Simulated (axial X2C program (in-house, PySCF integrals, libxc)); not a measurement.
# Which molecule gave these maps?

PBE0 fields computed with an axial X2C code built on PySCF integrals, 2c, near the equilibrium distance, one atom at z = 0.

The maps cover the half plane through the axis: z from -2.4 to 4.2 Å along the bond, ρ from 0.15 to 2.25 Å away from it.

log10 of the density in e/bohr³:

```
 ρ\z  -2.4  -1.8  -1.2  -0.6   0.0   0.6   1.2   1.8   2.4   3.0   3.6   4.2
0.15  -3.1  -2.2  -1.3   0.0   1.9   0.0  -0.9   0.0  -0.3  -1.6  -2.8  -3.9
0.45  -3.1  -2.3  -1.4  -0.4   0.4  -0.4  -1.1  -0.3  -0.6  -1.7  -2.9  -4.0
0.75  -3.3  -2.5  -1.7  -0.9  -0.4  -0.9  -1.4  -0.9  -1.1  -2.0  -3.0  -4.1
1.05  -3.4  -2.7  -2.0  -1.4  -1.1  -1.4  -1.7  -1.5  -1.6  -2.3  -3.3  -4.3
1.35  -3.6  -2.9  -2.3  -1.8  -1.6  -1.9  -2.1  -2.0  -2.2  -2.7  -3.5  -4.5
1.65  -3.9  -3.2  -2.7  -2.3  -2.2  -2.3  -2.5  -2.5  -2.6  -3.1  -3.8  -4.7
1.95  -4.1  -3.5  -3.0  -2.7  -2.6  -2.8  -2.9  -3.0  -3.1  -3.5  -4.2  -5.0
2.25  -4.4  -3.9  -3.4  -3.2  -3.1  -3.2  -3.3  -3.4  -3.6  -4.0  -4.6  -5.4
```

Electron localisation function (collinear form, no current term, damped to 0 at low density):

```
 ρ\z  -2.4  -1.8  -1.2  -0.6   0.0   0.6   1.2   1.8   2.4   3.0   3.6   4.2
0.15  0.47  0.67  0.46  0.63  0.39  0.64  0.32  0.16  0.68  0.48  0.05  0.00
0.45  0.42  0.66  0.48  0.53  0.50  0.52  0.28  0.86  0.86  0.45  0.04  0.00
0.75  0.31  0.64  0.50  0.41  0.54  0.35  0.23  0.84  0.82  0.36  0.04  0.00
1.05  0.17  0.59  0.52  0.39  0.37  0.28  0.19  0.69  0.67  0.27  0.03  0.00
1.35  0.06  0.46  0.52  0.40  0.34  0.24  0.14  0.45  0.46  0.17  0.01  0.00
1.65  0.01  0.26  0.45  0.40  0.32  0.19  0.10  0.24  0.26  0.08  0.00  0.00
1.95  0.00  0.07  0.27  0.31  0.24  0.12  0.06  0.10  0.10  0.02  0.00  0.00
2.25  0.00  0.01  0.08  0.15  0.12  0.05  0.03  0.03  0.02  0.00  0.00  0.00
```

Axial spin density in 10⁻³ e/bohr³:

```
 ρ\z  -2.4  -1.8  -1.2  -0.6   0.0   0.6   1.2    1.8    2.4   3.0  3.6  4.2
0.15   0.5   2.7  12.2   4.3   6.2   4.4  27.4  249.9  213.2  13.7  0.9  0.1
0.45   0.4   2.2   9.1   5.8   2.4  -3.4  12.1   23.6   45.5   7.6  0.7  0.1
0.75   0.3   1.5   5.4   4.9  -0.2  -2.7   2.6    0.5    5.9   2.8  0.4  0.0
1.05   0.2   0.9   2.8   2.8  -0.3  -1.6  -0.1   -0.6    0.6   0.8  0.2  0.0
1.35   0.1   0.5   1.3   1.3  -0.1  -0.8  -0.4   -0.4   -0.1   0.2  0.1  0.0
1.65   0.1   0.2   0.6   0.5   0.0  -0.4  -0.2   -0.2   -0.1   0.0  0.0  0.0
1.95   0.0   0.1   0.2   0.2   0.0  -0.1  -0.1   -0.1    0.0   0.0  0.0  0.0
2.25   0.0   0.1   0.1   0.1   0.0  -0.1  -0.1    0.0    0.0   0.0  0.0  0.0
```

Task: Which molecule is it?
A. HAt
B. AlOs
C. TlO
D. MgAt

Result: C. TlO, with Tl at z = 0 and O at z = 2.019 Å, state Ω = 1/2 (⟨Sz⟩ = 0.47, ⟨Lz⟩ = 0.03 at PBE0), basis Tl dyall-v3z [12s14p10d6f], O dyall-v3z [6s5p2d1f] (cores contracted in-house). Density functionals use the spin component along the axis (collinear). The state is one determinant with fixed occupations, lowest in a PBE0 search at one distance only: followed along the bond, the 2c determinant Ω = 3/2 reaches 0.03 eV lower at PBE0, at Re = 2.171 Å, so the state shown is not the lowest.
